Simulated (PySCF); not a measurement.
Si(F)2(SiH3)2 (F₂H₆Si₃), SMILES F[Si](F)([SiH3])[SiH3]. The structure is a stationary point at ωB97X-D3(BJ)/def2-SVP.

Computed equilibrium geometry at ωB97X-D3(BJ)/def2-SVP (PySCF confirms it by a frequency run) as bond lengths and angles, and its point group:
point group C2v.
Atoms: F1 Si2 F3 Si4 Si5 H6 H7 H8 H9 H10 H11. Bonds (Å): F1–Si2 1.630, Si2–F3 1.630, Si2–Si4 2.333, Si2–Si5 2.333, Si4–H6 1.492, Si4–H7 1.492, Si4–H8 1.490, Si5–H9 1.490, Si5–H10 1.492, Si5–H11 1.492. Bond angles (°): F1–Si2–F3 106.5, F1–Si2–Si4 108.4, F1–Si2–Si5 108.4, F3–Si2–Si4 108.4, F3–Si2–Si5 108.4, Si4–Si2–Si5 116.5, Si2–Si4–H6 108.8, Si2–Si4–H7 108.8, Si2–Si4–H8 110.6, H6–Si4–H7 109.0, H6–Si4–H8 109.8, H7–Si4–H8 109.8, Si2–Si5–H9 110.6, Si2–Si5–H10 108.8, Si2–Si5–H11 108.8, H9–Si5–H10 109.8, H9–Si5–H11 109.8, H10–Si5–H11 109.0.
Charge 0, spin multiplicity 1.
